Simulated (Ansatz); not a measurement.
The same path of BClH$_{7}$NSi (11 atoms, charge 0, multiplicity 1) was run twice with different band settings. Lost on the way: B1–Cl2, N5–H11. Made: Cl2–H11.

All numbers below come from Ansatz, RKS B3LYP-D4/def2-SVP.

Relaxed end points:

```xyz
11
Properties=species:S:1:pos:R:3
B 0.058 -0.211 0.255
Cl 0.110 0.835 1.821
H 1.116 -0.175 -0.342
H -0.930 0.020 -0.412
N -0.094 -1.740 0.828
H -0.037 -2.384 0.033
Si 1.149 -2.155 2.125
H 1.367 -3.621 1.957
H 2.394 -1.414 1.842
H 0.550 -1.895 3.451
H -1.041 -1.841 1.206
```

```xyz
11
Properties=species:S:1:pos:R:3
B 0.285 -0.850 -0.364
Cl -0.752 0.854 2.768
H 1.340 -0.270 -0.414
H -0.570 -0.675 -1.197
N 0.041 -1.737 0.706
H -0.845 -2.240 0.685
Si 1.220 -2.277 1.924
H 1.809 -3.587 1.525
H 2.277 -1.242 2.016
H 0.510 -2.451 3.220
H -0.674 -0.105 1.896
```

Common settings: movable images 7; climbing image yes; spring 5.0 eV/Å²; optimiser quadratic models (default); start path through a guess of the saddle point; iteration limit 60; end points relaxed.

| run | force threshold |
| --- | --- |
| 1 | 0.05 eV/Å |
| 2 | 0.5 eV/Å |

(1) What does each run give, and how far can it be trusted?

## Answers

(1) Run 1: converged after 22 iterations, highest image 1.165 eV above the first end. Beside the main top the profile has a ripple of under 15 meV (maxima at images 2, 5), which may be a very shallow well or noise. A vibrational analysis at the climbing image gives one clearly imaginary mode, 1085i cm⁻¹: a first-order saddle point.
Run 2: converged after 11 iterations, highest image 1.241 eV above the first end. The threshold of 0.5 eV/Å is loose, so the images may lie well off the minimum-energy path. The order of the stationary point at the top wasn't checked.
The orbitals stay closed-shell, which can raise the energy where a bond breaks towards radicals; this wasn't checked here.
